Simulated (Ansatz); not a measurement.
One change: `[OH][Ti]([Cl])([Cl])[Cl]` becomes `[Cl][Ti]([Cl])([Cl])[I]`.

Ansatz, PBE0-D4/def2-TZVP geometries, multiplicity 1. Each molecule was computed in one conformer, which needn't be the lowest.

Elements past krypton have def2 core potentials. Scalar relativity is left out up to krypton.

```csv
property,`[OH][Ti]([Cl])([Cl])[Cl]`
HOMO energy (PBE/def2-TZVPP) / eV,-7.89
HOMO–LUMO gap (PBE/def2-TZVPP) / eV,3.81
size of the dipole moment (ωB97M-V/def2-TZVPP) / D,2.59
HOMO–LUMO gap (ωB97M-V/def2-TZVPP) / eV,10.33
LUMO energy (B3LYP/def2-TZVPP) / eV,-3.47
size of the dipole moment (B3LYP/def2-TZVPP) / D,2.51
```

Q: Give the same properties after the change, and the shifts. (An estimate is asked.)

A: The calculation gave: 
```json
{"property": "HOMO energy (PBE/def2-TZVPP) / eV", "`[Cl][Ti]([Cl])([Cl])[I]`": "-7.26", "shift": "0.63"}
{"property": "HOMO–LUMO gap (PBE/def2-TZVPP) / eV", "`[Cl][Ti]([Cl])([Cl])[I]`": "2.79", "shift": "-1.02"}
{"property": "size of the dipole moment (ωB97M-V/def2-TZVPP) / D", "`[Cl][Ti]([Cl])([Cl])[I]`": "0.27", "shift": "-2.32"}
{"property": "HOMO–LUMO gap (ωB97M-V/def2-TZVPP) / eV", "`[Cl][Ti]([Cl])([Cl])[I]`": "8.76", "shift": "-1.57"}
{"property": "LUMO energy (B3LYP/def2-TZVPP) / eV", "`[Cl][Ti]([Cl])([Cl])[I]`": "-3.89", "shift": "-0.42"}
{"property": "size of the dipole moment (B3LYP/def2-TZVPP) / D", "`[Cl][Ti]([Cl])([Cl])[I]`": "0.52", "shift": "-1.99"}
```

With PBE0 the HOMO rises by 0.87 eV and the LUMO falls by 0.47 eV, so the gap narrows by about 1.34 eV. PBE moves the HOMO by 0.63 eV and ωB97M-V by 1.01 eV. The zero-point energy changes by -29.9 kJ/mol with -3 modes. Dipoles are sizes alone; their direction can turn.

B3LYP here is the variant with VWN-RPA as its local correlation; programs differ in this.

Spin–orbit coupling is left out; it splits and shifts lone-pair levels of the heavy atoms by tenths of an eV.
